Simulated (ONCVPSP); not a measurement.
An all-electron radial function and its pseudo partner (lutetium)

Columns: radius, all-electron u(r) and pseudo u(r) of the 5d shell (level -2.08 eV) of lutetium in the configuration [Kr] 4d10 4f14 5s2 5p6 5d1 6s1.75 6p0.25; PW91, scalar-relativistic, ONCV scheme, ONCVPSP 4.0.1.

```tsv
r (bohr)	all-electron	pseudo
0.113	0.1542	0.0009
0.225	-0.0022	0.0067
0.338	-0.1997	0.0223
0.450	-0.2318	0.0506
0.563	-0.1446	0.0936
0.675	-0.0115	0.1493
0.788	0.1268	0.2153
0.900	0.2492	0.2862
1.013	0.3514	0.3585
1.125	0.4314	0.4270
1.238	0.4926	0.4890
1.350	0.5368	0.5397
1.463	0.5678	0.5771
1.575	0.5876	0.5998
1.688	0.5988	0.6096
1.800	0.6032	0.6101
1.913	0.6023	0.6053
2.025	0.5975	0.5983
2.138	0.5897	0.5897
2.250	0.5797	0.5797
2.363	0.5681	0.5680
2.475	0.5554	0.5554
2.588	0.5419	0.5419
2.700	0.5281	0.5280
2.813	0.5138	0.5138
2.925	0.4995	0.4994
```

Question: How many radial nodes do the two functions have?

Answer: The all-electron 5d function has n − l − 1 = 2; the pseudo-wave has 0, since the states of the same l below it are removed with the core.

Question: At about which radius was the pseudo-wave matched?

Answer: 2.25 bohr, where the columns begin to agree (steps of 0.11 bohr).

Question: Where does each function peak?

Answer: Outermost all-electron maximum near 1.80 bohr, pseudo maximum near 1.80 bohr (to the table’s step).

Question: Is the pseudo-wave norm-conserving?

Answer: Yes: the ONCV scheme keeps the norm inside the radius equal to the all-electron one, which fixes the energy derivative of the logarithmic derivative at the level.
